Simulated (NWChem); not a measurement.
**Atomisation of CBrF₂**

SMILES: F[C](F)Br
```xyz
4

F      1.5536    -0.0746    -1.0820
C      0.9285     0.3392     0.0000
F      1.5536    -0.0746     1.0820
Br    -0.9581    -0.0198     0.0000
```
Charge 0, spin multiplicity 2.

All runs are NWChem calculations. All single points use one geometry, from UB3LYP/def2-SVP, a minimum by its harmonic frequencies.

Basis set: def2-TZVP. The atomisation energy is electronic alone: no zero-point, thermal, spin-orbit or counterpoise terms. No value is extrapolated to the basis-set limit. Free atoms are single determinants with multiplicities F 2, C 3, Br 2.

The Hamiltonian is non-relativistic. B3LYP has NWChem's definition, with VWN1-RPA local correlation. The structure started from a generated list of species. The unpaired electrons of the parent sit in orbitals of symmetry a' (Cs labels of the run); other states weren't searched. No SCF solution was tested for a lower state. Open-shell Hartree-Fock references start from PBE0 orbitals.

Task: Order these methods by the atomisation energy they give, lowest first: PBE, B3LYP, HF, TPSS, BHandHLYP.

Result: HF (181.5 kcal/mol), BHandHLYP (269.4 kcal/mol), B3LYP (293.2 kcal/mol), TPSS (304.2 kcal/mol), PBE (322.4 kcal/mol)
